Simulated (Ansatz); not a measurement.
```yaml
crystal:
  periodic: [false, false, false]
  atoms:
    - {symbol: O, position_ang: [-0.506835, 1.800977, -0.265736]}
    - {symbol: Si, position_ang: [0.302267, 0.490075, -0.570651]}
    - {symbol: F, position_ang: [1.874068, 0.827293, -0.603128]}
    - {symbol: Si, position_ang: [-0.224882, -1.198883, 0.919295]}
    - {symbol: Cl, position_ang: [-0.047170, -0.043610, -2.531184]}
    - {symbol: H, position_ang: [-0.548361, 2.531756, -0.810763]}
    - {symbol: H, position_ang: [-1.600041, -1.502565, 0.792318]}
    - {symbol: H, position_ang: [0.609997, -2.388751, 0.576768]}
    - {symbol: H, position_ang: [0.115675, -0.725816, 2.353969]}
basis:
  gaussian: {orbitals: LANL2DZ, fitting: {mean_field: def2-universal-jkfit}, final_grid: {core_spheres: 5, valence_spheres: 4, degree: 11}}
hamiltonian: {xc: {name: B97M-V}}
accuracy: high
output: {forces: true}
```

```sh
$ ansatz run in.yaml --threads 4 --pin off --events-out ev --progress --plain --max-ram 10444MiB
```

(1) How does Ansatz answer? (An estimate is asked.)

## Answers

(1) Computed: The program refused the input.
```
Error: <dir> can't be read: No such file or directory (os error 2)
```
